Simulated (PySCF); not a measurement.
A structure optimised at B3LYP-D3(BJ)/def2-SVP, used in a PySCF frequency run:

```
Cr
O 1 1.5383
O 1 1.5383 2 108.31
F 1 1.6951 2 109.55 3 -119.44
F 1 1.6951 2 109.55 3 119.44
```

Problem. Write its SMILES, formula and point group.

Solution. [O]=[Cr](=[O])([F])[F], CrF2O2, C2v

Problem. What are its rotational constants (standard atomic weights)?

Solution. 4.5591, 4.0995, 3.7542 GHz
